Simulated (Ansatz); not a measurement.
Worked example: AuOH + C2H6S → AuSH + C2H6O

Species: AuOH `[OH][Au]`, singlet; C2H6S (ethanethiol) `CCS`, singlet; AuSH `[SH][Au]`, singlet; C2H6O (ethanol) `CCO`, singlet. The partners trade OH for SH: Au–OH and C–SH bonds give way to Au–SH and C–OH.

Shapes, held fixed at every level: PBE0-D4/def2-TZVP. Flexible molecules stand in one conformer, not always the lowest. Programs: Ansatz 0.2.0. The zero-point and thermal change to 298 K, harmonic and unscaled (PBE0-D4/def2-TZVP), is +3.8 kJ/mol.

At CCSD(T)/def2-TZVPP; 1 Eh = 2625.50 kJ/mol:

| species | energy (Eh) |
| --- | --- |
| AuOH | -211.078616 |
| C2H6S | -477.406866 |
| AuSH | -533.729532 |
| C2H6O | -154.800182 |

Work out ΔH(298 K) of the reaction at this level.


1. Products less reactants: (-533.729532) + (-154.800182) − [(-211.078616) + (-477.406866)] = -0.044232 Eh = -116.1 kJ/mol.
2. With the thermal change: -116.1 + (+3.8) = -112.3 kJ/mol.

Other levels give -122.3 (BHLYP-D4/def2-TZVPP) to -108.3 kJ/mol (wB97X-V/def2-TZVPP). No measured value is set beside it here. T1 is large for AuOH, AuSH, so single-reference values are less sure there. For atoms past krypton def2 sets carry core potentials with scalar relativity. Correlated rows may include outer-core shells of Au, which these sets cover unevenly.
